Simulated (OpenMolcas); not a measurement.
**Pd4+: moving or changing the point charges**

Pd4+ among 6 point charges of -1.7 e arranged as a tetragonal octahedron (D4h), 2.03 Å from the ion, with the axial distance 2.395 Å.
```
   2.0300    0.0000    0.0000  -1.70
   0.0000    2.0300    0.0000  -1.70
  -2.0300    0.0000    0.0000  -1.70
   0.0000   -2.0300    0.0000  -1.70
   0.0000    0.0000    2.3954  -1.70
   0.0000    0.0000   -2.3954  -1.70
```

```yaml
Program: OpenMolcas 26.06
Method: CASSCF
Basis: ANO-RCC-VDZP [6s5p3d1f]
Scalar_Hamiltonian: DKH2, point nucleus
Active_space: 6 electrons in 5 orbitals (4d)
State_averaging: 2S+1 = 5 even, 5 roots; 2S+1 = 3 even, 45 roots; 2S+1 = 1 even, 50 roots
Spin-orbit_coupling: RASSI with atomic mean-field integrals over the reference wave functions
```

Runs around this geometry, states (labels of D4, the rotations of D4h). Energies in cm-1 above the lowest state or level, χT in cm3 K/mol.

```json
{"R (Å)": "2.03", "q (e)": "-1.1", "Axial / equatorial distance": "1.18", "Ground state": "5E", "First state of that spin": "5A1 1381", "First gap with spin-orbit (degeneracies)": "54.6 (1, 2)", "χT at 300 K": "5.155", "First state of another spin": "3E 20103"}
{"R (Å)": "1.95", "q (e)": "-1.7", "Axial / equatorial distance": "1.18", "Ground state": "5E", "First state of that spin": "5A1 2677", "First gap with spin-orbit (degeneracies)": "80.6 (1, 2)", "χT at 300 K": "4.742", "First state of another spin": "3E 18319"}
{"R (Å)": "2.03", "q (e)": "-1.7", "Axial / equatorial distance": "1.18", "Ground state": "5E", "First state of that spin": "5A1 2105", "First gap with spin-orbit (degeneracies)": "85.9 (1, 2)", "χT at 300 K": "4.908", "First state of another spin": "3E 19053"}
{"R (Å)": "2.13", "q (e)": "-1.7", "Axial / equatorial distance": "1.18", "Ground state": "5E", "First state of that spin": "5A1 1562", "First gap with spin-orbit (degeneracies)": "49.6 (1, 2)", "χT at 300 K": "5.081", "First state of another spin": "3E 19720"}
{"R (Å)": "2.03", "q (e)": "-1.7", "Axial / equatorial distance": "1.27", "Ground state": "5E", "First state of that spin": "5A1 1190", "First gap with spin-orbit (degeneracies)": "7.3 (1, 2)", "χT at 300 K": "5.135", "First state of another spin": "3E 19041"}
```

Taking the first state of the same spin as R^-n, n = -ln(1562 / 2677) / ln(2.13 / 1.95) = 6.1 between the shortest and longest distance.

Scaling the charges by -1.1 / -1.7 = 0.65 scales the first state of the same spin by 1381 / 2105 = 0.66; with fixed orbitals a first-order splitting would follow the charge.

An orbital doublet at a regular site is open to a Jahn-Teller distortion, which this geometry leaves out. Without dynamic correlation the repulsion within the d shell is too large (B by tens of per cent), so at a given field states of lower spin stand too high. Point charges give a weaker field than real ligands, and real ions of this kind are as a rule low spin; the high spin found here belongs to the model. Spin-orbit coupling mixes the spin-free states strongly: the lowest level takes only 58 % from its leading state, 5E (holds for R = 2.03, q = -1.7, ratio = 1.27). This is an electrostatic model: the charges have no orbitals. No measured value stands beside these numbers.
